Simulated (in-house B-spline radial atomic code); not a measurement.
**RPA and G0W0 on wB97X: the lanthanum ion La⁶⁺**

Configuration [Kr] 4d10 5s2 5p3, highest spin, mean-field start wB97X. Computed with an all-electron radial atomic-structure program (B-spline basis): all electrons, scalar-relativistic (spin-free one-electron X2C), finite nucleus, each spin shell either full or empty, empty states to l = 9 with an (l + 1/2)⁻⁴ tail; G0W0 by contour deformation at full frequency.

Spin-orbit coupling, left out, splits p levels strongly here.

Command:
```bash
python run_gw.py task.json out
```
Settings (radii: box in bohr, nucleus in fm):
```
Z                        57
electrons                51
configuration            [Kr] 4d10 5s2 5p3
hamiltonian              x2c
method                   wb97x
lmax                     9
rms_radius               4.855
spin_polarised           True
box_radius               9.29
intervals                66
```

Time taken, with all properties: 3.6 s on 1 thread of Intel(R) Xeon(R) 6975P-C, on a shared host.

Energies (hartree):

```
                                     term        value
                         mean-field total  -8484.64540
Hartree-Fock functional on these orbitals  -8481.30056
                      direct second order      -4.5555
                    second-order exchange       1.2473
                         SOSEX correction       1.1757
```

**Question.** What is the RPA correlation energy, and what remains with SOSEX?

**Answer.** RPA gives -4.0641 hartree (-2.17 eV per electron); RPA + SOSEX gives -2.8884, and the second-order doubles -3.3082 hartree (no singles). RPA lacks exchange-type terms and so overcorrelates at short range.

Quasi-particle levels (eV):

```json
{"level": "5p up", "occupied": "yes", "mean field": "-88.75", "Σx - vxc": "-2.12", "Σc": "?", "QP weight": "?", "G0W0": "?"}
{"level": "5s down", "occupied": "yes", "mean field": "-104.29", "Σx - vxc": "1.05", "Σc": "-3.11", "QP weight": "0.968", "G0W0": "-106.35"}
{"level": "5p down", "occupied": "no", "mean field": "-77.36", "Σx - vxc": "4.81", "Σc": "-2.70", "QP weight": "0.963", "G0W0": "-75.25"}
```

G0W0 = mean field + (Σx - vxc) + Σc, with Σc (partial-wave tail included) taken at the quasi-particle energy. Only the outer levels were computed. Levels of low weight are left out.

**Question.** Where does G0W0 put 5p up?

**Answer.** At -91.77 eV, with Σc = -0.89 eV and a quasi-particle weight of 0.964. The tabulated removal energy is 88 ± 2 eV (NIST, tabulated theory); the calculation leaves out spin-orbit coupling, Breit and QED terms, and what these don't explain is the method's own error.
